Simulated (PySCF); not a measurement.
Molfile (atoms numbered from 1):
```
C7H9N
     RDKit          3D

 17 16  0  0  0  0  0  0  0  0999 V2000
    2.9208    1.0824    0.3524 C   0  0  0  0  0  0  0  0  0  0  0  0
    2.0132    0.3175    0.5049 C   0  0  0  0  0  0  0  0  0  0  0  0
    0.8911   -0.5887    0.6416 C   0  0  0  0  0  0  0  0  0  0  0  0
   -0.1594   -0.3569   -0.4562 C   0  0  1  0  0  0  0  0  0  0  0  0
   -1.2621   -1.4078   -0.3736 C   0  0  0  0  0  0  0  0  0  0  0  0
   -0.7472    1.0609   -0.3370 C   0  0  0  0  0  0  0  0  0  0  0  0
   -1.4334    1.2455    0.9152 C   0  0  0  0  0  0  0  0  0  0  0  0
   -1.9729    1.3767    1.9148 N   0  0  0  0  0  0  0  0  0  0  0  0
    3.7290    1.7419    0.2413 H   0  0  0  0  0  0  0  0  0  0  0  0
    0.4324   -0.4464    1.6251 H   0  0  0  0  0  0  0  0  0  0  0  0
    1.2599   -1.6168    0.5820 H   0  0  0  0  0  0  0  0  0  0  0  0
    0.3356   -0.4290   -1.4318 H   0  0  0  0  0  0  0  0  0  0  0  0
   -1.9998   -1.2519   -1.1582 H   0  0  0  0  0  0  0  0  0  0  0  0
   -0.8473   -2.4066   -0.4911 H   0  0  0  0  0  0  0  0  0  0  0  0
   -1.7686   -1.3539    0.5883 H   0  0  0  0  0  0  0  0  0  0  0  0
    0.0577    1.7995   -0.3987 H   0  0  0  0  0  0  0  0  0  0  0  0
   -1.4561    1.2456   -1.1491 H   0  0  0  0  0  0  0  0  0  0  0  0
  1  2  3  0
  2  3  1  0
  3  4  1  0
  4  5  1  0
  4  6  1  0
  6  7  1  0
  7  8  3  0
  1  9  1  0
  3 10  1  0
  3 11  1  0
  4 12  1  6
  5 13  1  0
  5 14  1  0
  5 15  1  0
  6 16  1  0
  6 17  1  0
M  END
```

Geometry: GFN2-xTB; GIAO absolute shieldings from PySCF 2.14.0 with density-fitted response routines, gas phase, non-relativistic, averaged over equivalent atoms.

At HF/6-31G-J (132 basis functions, 24 s wall time on 1 thread of an Intel Xeon, shared host):
```tsv
atoms	σ (ppm)
C7	65.0
C2	112.9
C1	120.0
C4	172.1
C3	178.9
C5	179.7
C6	180.3
N8	-45.6
H16	30.37
H10	31.10
H9	31.31
H11	31.36
H17	31.37
H12	31.63
H13/H14/H15	32.26
```

Problem. Predict the values at PBE0/pcSseg-1 on the same geometry.

Solution. 
```tsv
atoms	σ at PBE0/pcSseg-1	change
C7	64.7	-0.3
C2	99.2	-13.7
C1	109.8	-10.2
C4	150.9	-21.2
C3	161.0	-17.9
C5	165.5	-14.2
C6	164.2	-16.1
N8	-36.2	+9.4
H16	28.52	-1.85
H10	29.16	-1.94
H9	30.21	-1.10
H11	29.45	-1.91
H17	29.58	-1.79
H12	29.87	-1.76
H13/H14/H15	30.52	-1.74
```

The largest change is at C4 (sp3 CH). Cost: 181 basis functions, 69 s wall time on 1 thread of an Intel Xeon, shared host. The order of the carbon signals changes between the two levels.
